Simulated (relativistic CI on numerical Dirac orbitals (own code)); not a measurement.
Zn3+: 2p photoemission

Computed with this model: Dirac-Coulomb-Breit CI, orbitals from a KLI potential per configuration, a model potential for QED, multiplet model of photoemission in the sudden approximation, unscaled Slater integrals; configurations [Ar] 3d9 → [He] 2s2 2p5 3s2 3p6 3d9; 300 K; Lorentzian 0.5 eV and Gaussian 0.6 eV FWHM. Energies are those of the free ion, without screening or charge transfer. The energies are binding energies and can lie tens of eV above those of solids. S is read from ⟨S²⟩ = S(S + 1).

Field parameters in Wybourne normalisation: D3d B²₀ = −7Dσ, B⁴₀ = −14Dq − 21Dτ, B⁴₃ = −14√(10/7) Dq; D4h B²₀ = −7Ds, B⁴₀ = 21(Dq − Dt), B⁴₄ = 21√(5/14) Dq; Oh B⁴₀ = 21Dq, B⁴₄ = √(5/14) B⁴₀; Td as Oh with Dq negative (B⁴₀ = 21Dq, B⁴₄ = √(5/14) B⁴₀). The field is a parameter set, without covalency.

free ion: ground-state S = 0.50, centroid 1083.47 eV. Peaks (eV, height): 1073.8 (100), 1075.0 (38), 1076.1 (23), 1078.3 (48), 1100.0 (66).

D4h, 10Dq = 13950, Ds = 2320, Dt = -620 cm⁻¹: ground-state S = 0.50, centroid 1083.51 eV. Peaks (eV, height): 1074.5 (100), 1078.4 (31), 1098.4 (37), 1100.4 (34).

Oh, 10Dq = 6950 cm⁻¹: ground-state S = 0.50, centroid 1083.50 eV. Peaks (eV, height): 1074.1 (100), 1076.7 (17), 1078.2 (40), 1098.0 (30), 1100.0 (51).

Td, 10Dq = -8900 cm⁻¹: ground-state S = 0.50, centroid 1083.47 eV. Peaks (eV, height): 1074.0 (100), 1076.9 (13), 1078.4 (45), 1099.5 (66).

D3d, 10Dq = 16250, Dσ = 880, Dτ = 110 cm⁻¹: ground-state S = 0.50, centroid 1083.51 eV. Peaks (eV, height): 1074.4 (100), 1076.2 (9), 1078.2 (33), 1098.3 (39), 1100.3 (36).

Td, 10Dq = -3750 cm⁻¹: ground-state S = 0.50, centroid 1083.47 eV. Peaks (eV, height): 1073.9 (100), 1076.4 (17), 1078.3 (47), 1099.4 (58).

Strongest unbroadened transitions for free ion:

```csv
Energy (eV),Relative strength
1073.78,100.0
1073.96,33.5
1075.07,38.1
1076.15,22.1
1076.81,1.4
1078.13,40.6
1078.54,31.7
1097.72,0.0
1099.24,55.5
1100.03,76.8
1101.25,0.2
```
